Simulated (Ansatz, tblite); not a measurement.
Adding an electron: bis(4-fluorophenyl)iodonium, `Fc1ccc([I+]c2ccc(F)cc2)cc1`. Charge 1, multiplicity 1. Geometry: r2SCAN-D4/def2-SVP. Ansatz, gas phase; energy differences of separate SCF runs; the reduced species was run as a doublet alone.

Cartesian coordinates in Å:
```
F 0.528 4.987 -0.374
C 0.126 3.818 0.087
C -1.013 3.228 -0.469
C -1.445 1.994 0.015
C -0.706 1.398 1.041
I -1.348 -0.492 1.783
C -0.384 -1.796 0.403
C 0.938 -2.173 0.657
C 1.562 -3.022 -0.257
C 0.847 -3.462 -1.376
F 1.443 -4.267 -2.236
C -0.478 -3.084 -1.613
C -1.112 -2.233 -0.709
C 0.431 1.978 1.610
C 0.851 3.214 1.119
H -1.551 3.742 -1.270
H -2.337 1.524 -0.406
H 1.483 -1.827 1.539
H 2.595 -3.350 -0.111
H -0.997 -3.460 -2.498
H -2.149 -1.932 -0.879
H 0.986 1.497 2.419
H 1.731 3.717 1.526
```

In the def2 sets I takes a core potential; there is no spin–orbit coupling. The xTB rows come from tblite.

```tsv
level	−HOMO (eV)	−LUMO (eV)	vertical EA (eV)	HOMO–LUMO gap (eV)
GFN1-xTB	16.17	12.81	10.37	3.36
GFN2-xTB	15.47	12.12	9.81	3.35
PBE-D4/def2-SVP	10.12	6.83	4.57	3.30
PBE0-D4/def2-SVP	11.26	6.07	4.61	5.19
```

Relaxing the reduced species (r2SCAN-D4/def2-SVP) changes its energy by -1.06 eV at PBE-D4/def2-SVP, so the adiabatic electron affinity to this nearest minimum is 5.63 eV. On the way the bond C5–I6 breaks. At PBE0-D4/def2-SVP it is 5.88 eV.   Raw xTB energy differences between charge states are shifted by several eV; the methods need an empirical correction for them.
